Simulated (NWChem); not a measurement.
A series in which one site is exchanged, each optimised at PBE0/def2-SVP with NWChem, gas phase unless a solvent is named. For some, no frequency run checked for a minimum. def2 effective core potentials on I, Au; no spin-orbit coupling.

A: [Au](<-[OH2])[I] (AuH$_{2}$OI; site = I)
B: [OH2]->[Au][Cl] (AuH2OCl; site = Cl)
C: [OH2]->[AuH] (AuH$_{3}$O; site = H)
D: [Br][Au]<-[OH2] (AuH2OBr; site = Br)

Values for A:

- dipole (D), PBE0/def2-SVP = 7.43
- vertical ionisation energy, ΔSCF, PBE/def2-SVP (eV) = 8.44
- vertical ionisation energy, ΔSCF, PBE0/def2-SVP (eV) = 8.57
- static polarisability, PBE0/def2-SVPD (bohr³) = 77.9
- lowest singlet excitation, PBE0/def2-SVPD, TDA (eV) = 3.52

Question: How do these values change for the other members?

Answer: 
| change from A | B | C | D |
|---|---|---|---|
| dipole (D), PBE0/def2-SVP | +0.22 | -2.27 | +0.19 |
| vertical ionisation energy, ΔSCF, PBE/def2-SVP (eV) | +0.78 | +0.85 | +0.47 |
| vertical ionisation energy, ΔSCF, PBE0/def2-SVP (eV) | +0.86 | +0.60 | +0.52 |
| static polarisability, PBE0/def2-SVPD (bohr³) | -24.4 | -32.8 | -15.4 |
| lowest singlet excitation, PBE0/def2-SVPD, TDA (eV) | +0.68 | +1.29 | +0.40 |
